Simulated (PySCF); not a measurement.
A calculated (LDA, PySCF 2.14, aug-cc-pCVQZ-DK, the spin-free X2C one-electron Hamiltonian (Gaussian nucleus)) atom or ion has these occupied shells.

```tsv
shell	electrons	orbital energy (eV)	rms radius, mean of both spins (bohr)
1s	2	-1273.5	0.152
2s	2	-99.418	0.766
2p	6	-66.807	0.774
```

Problem. Name the element and its charge.

Solution. Mg²⁺ (magnesium, charge +2), in [Ne], closed-shell 1S.
